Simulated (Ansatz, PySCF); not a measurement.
Reaction (SMILES): C=CCB(O)CC=C [bis(prop-2-enyl)borinic acid] + 9 [H][H] (H2) -> B (BH3) + 6 C (CH4) + O (H2O)
Each molecule is optimised on its own at B3LYP-D3(BJ)/def2-TZVP (Ansatz, an electronic-structure program), one conformer each, not searched for the lowest. Frequencies are from Ansatz or PySCF.
Geometry of the first species:
```xyz
19

C      2.6472     1.5561     1.4393
C      1.6666     0.6691     1.5620
C      1.4977    -0.5579     0.7202
B      0.2099    -0.5519    -0.1959
O      0.3112    -1.1214    -1.4226
C     -1.1659     0.1094     0.2648
C     -2.3427    -0.3560    -0.5291
C     -2.7598     0.1748    -1.6766
H      2.6985     2.4351     2.0686
H      3.4357     1.4310     0.7056
H      0.9025     0.8439     2.3154
H      1.3905    -1.4333     1.3792
H      2.3872    -0.7374     0.1118
H     -0.5290    -1.0958    -1.9063
H     -1.0222     1.1910     0.1444
H     -1.3221    -0.0521     1.3346
H     -2.8468    -1.2459    -0.1607
H     -2.3005     1.0669    -2.0893
H     -3.5913    -0.2455    -2.2270
```
Charge 0, spin multiplicity 1.

Quantity: energy of full hydrogenation (enthalpy at 298 K, with B3LYP-D3(BJ) rigid-rotor harmonic-oscillator terms), in eV. Cores are frozen in the correlated levels unless marked. Spin-orbit coupling is left out. No relativistic terms. CBS(X,Y): correlation extrapolated as X^-3; Hartree-Fock from the larger set. The bracket is a focal-point correction in the basis named.

RI-MP2/CBS(aug-cc-pVTZ,aug-cc-pVQZ)+[CCSD(T)-MP2]/aug-cc-pVTZ (Ansatz) gives -3.61 eV.

Another calculation gave -4.11 eV. Which level was it?
(A) BHLYP/def2-TZVPD (Ansatz)
(B) B3LYP/def2-TZVPD (Ansatz)
(C) SVWN5/def2-TZVPD (Ansatz)
(D) HSE06/def2-TZVPD (Ansatz)

D, HSE06/def2-TZVPD (Ansatz). The others give -4.49 (BHLYP), -4.00 (B3LYP), -3.58 (SVWN5) eV.
